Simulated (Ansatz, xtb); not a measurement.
# A geometry optimisation of F2GeNP with r2SCAN-D4/def2-SVP

The starting geometry of this gas-phase triplet was built from a drawn formula by distance geometry and a force field; its bonds are those of `N#[P](F)[Ge][F]`.

```yaml
atoms:
  - { symbol: F, position_ang: [1.0388, -1.2705, 0.4009] }
  - { symbol: F, position_ang: [-0.1411, -0.9826, 3.9103] }
  - { symbol: Ge, position_ang: [-0.2533, 0.4095, 2.7678] }
  - { symbol: N, position_ang: [-1.6130, -1.1077, 0.3942] }
  - { symbol: P, position_ang: [-0.3521, -0.3853, 0.7107] }
```

Problem. Predict what it relaxes into with r2SCAN-D4/def2-SVP.

Solution. A new bond forms, giving a structure given below by its coordinates. Distances that change by over a tenth: Ge3–P5 (2.21 → 2.59 Å), N4–P5 (1.49 → 1.69 Å). Contacts that close: Ge3–N4 (3.13 → 1.86 Å).

The energy falls by 2.27 eV over 18 steps:

```csv
step,E − E(last) (eV)
1,2.271
3,1.032
5,0.493
7,0.104
9,0.041
10,0.021
12,0.013
14,0.006
16,0.000
18,0.000
```

Final geometry (Å):

```xyz
5

F     0.9168   -1.5723    0.2025
F    -0.0365   -0.8982    3.8177
Ge   -0.9160    0.1295    2.7031
N    -1.3227   -0.7893    1.1383
P     0.0377   -0.2061    0.3223
```

From the same start GFN2-xTB reaches the same bonding as this run.

No frequencies were run, so the end isn't proven a minimum. Open shells are spin-unrestricted. The triplet needn't be the ground state. Run with Ansatz 0.2.0, 2.2 min on 1 thread of Intel(R) Xeon(R) 6975P-C (Granite Rapids), on a shared host.
